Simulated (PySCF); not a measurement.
Si(Me)2(OH)(SH) (C2H8OSSi), SMILES C[Si](C)(O)S.

The structure is a stationary point at B3LYP-D3(BJ)/def2-SVP. One conformer was computed; it need not be the lowest.

The numbers are results of TDA-PBE/def2-SVPD in PySCF, not measurements.

Vertical excitations. Gas-phase values at a fixed geometry.

Computed lowest excited states:
| state | energy (eV) | λ (nm) | f | main pairs |
|---|---|---|---|---|
| S1 | 5.55 | 223 | 0.050 | HOMO→LUMO 99 % |
| S2 | 6.12 | 203 | 0.012 | HOMO→LUMO+1 97 % |
| S3 | 6.47 | 192 | 0.021 | HOMO→LUMO+2 91 % |
| S4 | 6.52 | 190 | 0.048 | HOMO−1→LUMO 95 % |
| S5 | 6.61 | 187 | 0.005 | HOMO→LUMO+3 91 % |
| S6 | 6.83 | 181 | 0.007 | HOMO→LUMO+4 78 %, HOMO−2→LUMO 18 % |
| S7 | 6.84 | 181 | 0.032 | HOMO−2→LUMO 78 %, HOMO→LUMO+4 18 % |
| S8 | 7.05 | 176 | 0.005 | HOMO−1→LUMO+1 93 % |
| S9 | 7.23 | 171 | 0.023 | HOMO→LUMO+5 91 % |
| S10 | 7.37 | 168 | 0.003 | HOMO−2→LUMO+1 71 %, HOMO−1→LUMO+2 21 % |
| T1 | 5.29 | 234 | 0 | HOMO→LUMO 96 % |
| T2 | 5.76 | 215 | 0 | HOMO→LUMO+1 95 % |
| T3 | 6.15 | 202 | 0 | HOMO→LUMO+2 98 % |
| T4 | 6.34 | 196 | 0 | HOMO−1→LUMO 96 % |
Triplets are in the Tamm–Dancoff approximation.
